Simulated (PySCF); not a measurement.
# [C5H3NO]+: g tensor and hyperfine couplings

Species: C5H3NO (charge +1 and doublet state).
Structure used (GFN2-xTB), in Å, numbered top down from 1:
```xyz
10
C5H3NO angstrom
N      3.1815   -0.2045   -1.0858
C      2.0831   -0.1829   -0.7483
C      0.7554   -0.1307   -0.3194
C      0.1285    0.8130    0.5339
C     -1.1865    0.4051    0.6352
C     -1.2933   -0.7607   -0.1575
O     -0.1441   -1.0626   -0.7114
H      0.6040    1.6608    0.9922
H     -1.9775    0.8668    1.1965
H     -2.1422   -1.3995   -0.3579
```

The species is `[CH]1C=CO[C+]1C#N` [radical] (charge +1).

The calculation used UKS B3LYP, pcH-1 on C H N O, non-relativistic, mean-field spin-orbit, GIAO (PySCF 2.14.0). Geometry: GFN2-xTB; no solvent, vibrations or thermal averaging. The geometry wasn't refined by DFT: couplings that depend on bond lengths, twists or pyramidal angles can differ widely from those at the functional's own minimum, by a factor of two or more for some ions and for spin on atoms past the first row. The SCF solution wasn't tested for stability.

```
g1, g2, g3                      : 2.00218, 2.00264, 2.00351
g_iso                           : 2.00278
Form of g                       : rhombic: the two nearest values differ by 35 % of g3 − g1
⟨S²⟩                            : 0.7669 (exact 0.7500)
HOMO–LUMO gap, α and β orbitals : 5.67, 3.42 eV
Basis functions                 : 205
```

Hyperfine couplings atom by atom, in MHz; T1 to T3 are the principal values of the dipolar part:

```json
{"atom": "N1", "isotope": "14N", "a_iso": "5.9", "T1": "-14.3", "T2": "-10.9", "T3": "25.2", "Mulliken spin population": "0.29"}
{"atom": "C2", "isotope": "13C", "a_iso": "-38.8", "T1": "-11.4", "T2": "-2.9", "T3": "14.3", "Mulliken spin population": "-0.13"}
{"atom": "C3", "isotope": "13C", "a_iso": "45.4", "T1": "-40.1", "T2": "-38.9", "T3": "79.0", "Mulliken spin population": "0.43"}
{"atom": "C4", "isotope": "13C", "a_iso": "-10.5", "T1": "-3.7", "T2": "-2.1", "T3": "5.8", "Mulliken spin population": "0.01"}
{"atom": "C5", "isotope": "13C", "a_iso": "-4.2", "T1": "-8.2", "T2": "-6.3", "T3": "14.6", "Mulliken spin population": "0.07"}
{"atom": "C6", "isotope": "13C", "a_iso": "38.6", "T1": "-38.2", "T2": "-36.5", "T3": "74.7", "Mulliken spin population": "0.42"}
{"atom": "O7", "isotope": "17O", "a_iso": "5.9", "T1": "-4.9", "T2": "-3.6", "T3": "8.5", "Mulliken spin population": "-0.06"}
{"atom": "H8", "isotope": "1H", "a_iso": "-4.4", "T1": "-3.7", "T2": "-2.9", "T3": "6.6", "Mulliken spin population": "0.00"}
{"atom": "H9", "isotope": "1H", "a_iso": "-8.2", "T1": "-5.8", "T2": "-2.8", "T3": "8.6", "Mulliken spin population": "0.00"}
{"atom": "H10", "isotope": "1H", "a_iso": "-34.5", "T1": "-17.2", "T2": "-2.8", "T3": "20.0", "Mulliken spin population": "-0.02"}
```

Largest spin populations (Mulliken): C3 (+0.43), C6 (+0.42), N1 (+0.29) and C2 (-0.13). Three atoms exceed +0.15. The positive populations add up to 1.22 and the negative ones to -0.22, together 2S = 1.

C4, the radical centre as drawn in `N#C[C+]1[CH]C=CO1`, holds a spin population of +0.01 out of 1.

Axes: g1 is normal to the molecular plane, g2 points within 11° of the N1–C2 bond and g3 points within 4° of the C5–C6 bond.

Under fast tumbling the dipolar parts average out, and these isotropic splittings remain: 1 × 1H (H10, I = 1/2, 2 lines) with 1.23 mT, 1 × 1H (H9, I = 1/2, 2 lines) with 0.29 mT, 1 × 14N (N1, I = 1, 3 lines) with 0.21 mT and 1 × 1H (H8, I = 1/2, 2 lines) with 0.16 mT.

The 17O coupling of O7 (5.9 MHz) shows only in satellite lines or after enrichment, since that isotope makes up about 0.038 % of natural oxygen.

The 13C coupling of C3 (45.4 MHz) shows only in satellite lines or after enrichment, since that isotope makes up about 1.07 % of natural carbon.

Examples of negative spin density at the nucleus (bohr⁻³): C2 (-0.0345), O7 (-0.0098) and C4 (-0.0094).
